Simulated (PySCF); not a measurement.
**Electron correlation in Pr(2+) (praseodymium, charge +2)**

[Xe] 4f2 6p1, one real determinant (an excited configuration). Calculation: PySCF 2.14, in x2c-TZVPPall with one added diffuse shell each of s, p, d, f type (12s8p8d5f2g, 129 functions); scalar relativity by spin-free X2C-1e. Frozen: [Ar] 3d10; 29 electrons correlated.

MP2 pair energies summed by pair of shells (mhartree):

| pair | energy | share (%) |
| --- | --- | --- |
| 4d-4d | -276.96 | 30.4 |
| 4d-5p | -135.11 | 14.8 |
| 5p-5p | -121.85 | 13.4 |
| 4d-4f | -83.14 | 9.1 |
| 4p-4d | -58.55 | 6.4 |
| 4f-5p | -43.78 | 4.8 |
| 5s-5p | -34.37 | 3.8 |
| 4d-5s | -31.97 | 3.5 |
| 4p-4p | -21.38 | 2.3 |
| 4s-4d | -19.48 | 2.1 |
| 5p-6p | -15.02 | 1.6 |
| 4p-5p | -13.35 | 1.5 |
| 4p-4f | -9.97 | 1.1 |
| 4f-5s | -9.56 | 1.0 |
| 4p-5s | -7.23 | 0.8 |
| 5s-5s | -6.48 | 0.7 |
| 4s-4p | -5.89 | 0.6 |
| 4f-4f | -4.57 | 0.5 |
| 4d-6p | -3.26 | 0.4 |
| 4s-4f | -2.82 | 0.3 |
| 4s-4s | -2.31 | 0.3 |
| 4f-6p | -1.51 | 0.2 |
| 4s-5p | -1.47 | 0.2 |
| 4s-5s | -1.12 | 0.1 |
| 5s-6p | -0.90 | 0.1 |
| 4p-6p | -0.27 | 0.0 |
| 4s-6p | -0.03 | 0.0 |

Total MP2 correlation energy: -912.37 mhartree.

Same-spin part -325.13 and opposite-spin part -587.23 mhartree; SCS-MP2 scales them by 1/3 and 6/5 to -813.06 mhartree.

The reference is one real determinant that mixes LS terms of this configuration.

This basis was not built for core-valence correlation, so the inner-shell part is incomplete.
